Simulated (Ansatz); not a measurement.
Computed with Ansatz on PBE0-D4/def2-TZVP structures; ΔE is electronic, products minus reactants. CCSD(T)/CBS is the MP2 limit (def2-TZVPP, def2-QZVPP) plus CCSD(T) − MP2 in def2-TZVPP, frozen cores. DFT in def2-TZVPP. HSE06 is defined as in plane-wave codes. One conformer a species, not always the lowest.

Reaction (isomerisation): `BN(C=C)[SiH2]C` → `BN([SiH3])CC=C`

`BN(C=C)[SiH2]C`:

```xyz
16

B     1.708   -0.913   -1.146
N     0.869   -0.317   -0.186
C     1.280    0.861    0.458
C     0.614    1.528    1.395
Si   -0.721   -1.014    0.170
C    -2.090    0.045   -0.520
H     1.353   -1.912   -1.697
H     2.763   -0.402   -1.392
H     2.248    1.219    0.118
H     1.043    2.426    1.817
H    -0.348    1.212    1.781
H    -0.858   -1.147    1.645
H    -0.730   -2.360   -0.446
H    -2.019    0.095   -1.609
H    -3.062   -0.383   -0.261
H    -2.050    1.063   -0.128
```

`BN([SiH3])CC=C`:

Z-matrix (Å, degrees):
```
Si
N 1 1.757
H 1 1.485 2 111.9
H 1 1.487 2 108.1 3 119.2
H 1 1.480 2 108.3 3 -121.0
C 2 1.466 1 116.8 3 -78.2
B 2 1.396 1 121.6 3 99.9
C 6 1.495 2 112.1 1 62.0
H 6 1.094 2 107.6 1 -176.8
H 6 1.096 2 109.9 1 -59.8
H 7 1.200 2 119.3 1 -178.5
H 7 1.197 2 119.3 1 1.4
C 8 1.325 6 124.2 2 -120.7
H 8 1.088 6 115.7 2 58.4
H 13 1.086 8 121.3 6 -0.1
H 13 1.084 8 121.7 6 -179.8
```

```csv
level,ΔE (kJ/mol),difference from CCSD(T)/CBS
LDA (SPW92),68.6,7.6
BLYP-D4,63.2,2.2
B97M-V,68.4,7.4
PBE-QIDH,64.5,3.5
PBE,66.8,5.8
r2SCANh,69.1,8.1
HSE06,66.3,5.3
HF/def2-SVP,49.2,-11.8
CCSD(T)/def2-SVP,44.5,-16.5
HF/def2-TZVPP,54.2,-6.8
CCSD/def2-TZVPP,57.8,-3.2
HF/def2-QZVPP,54.3,-6.7
MP2/def2-QZVPP,63.4,2.4
SCS-MP2/def2-QZVPP,58.2,-2.8
HF/CBS(def2),54.3,-6.7
MP2/CBS(def2),64.3,3.3
CCSD(T)/CBS,61.0,0
```

Task: What do rigid-rotor, harmonic-oscillator terms from PBE0-D4/def2-TZVP frequencies (298.15 K, 1 bar) make of the CCSD(T)/CBS value? (Best estimate.)

Result: Ansatz gave: ΔZPE = -1.6 kJ/mol, ΔH = +58.8 kJ/mol, ΔS = 0 J/(mol·K), ΔG = +58.7 kJ/mol.

Largest T1 diagnostic among the species: 0.012.

At CCSD(T), def2-SVP lies −16.5 kJ/mol from the extrapolated value and def2-TZVPP −2.3 kJ/mol. In def2-TZVPP, CCSD(T) changes the Hartree–Fock value by +4.6 kJ/mol (the triples alone add +1.0 kJ/mol) and MP2 by +7.9 kJ/mol. Leaving LDA and LC-ωPBE aside and taking each functional with its dispersion term where it has one, the values, not all of them listed here, spread over 9.4 kJ/mol, from ωB97X-V to r2SCAN-D4.

CCSD(T)/CBS has its own doubt, a few kJ/mol and more with outer-core shells, so smaller differences from it don't rank the levels.
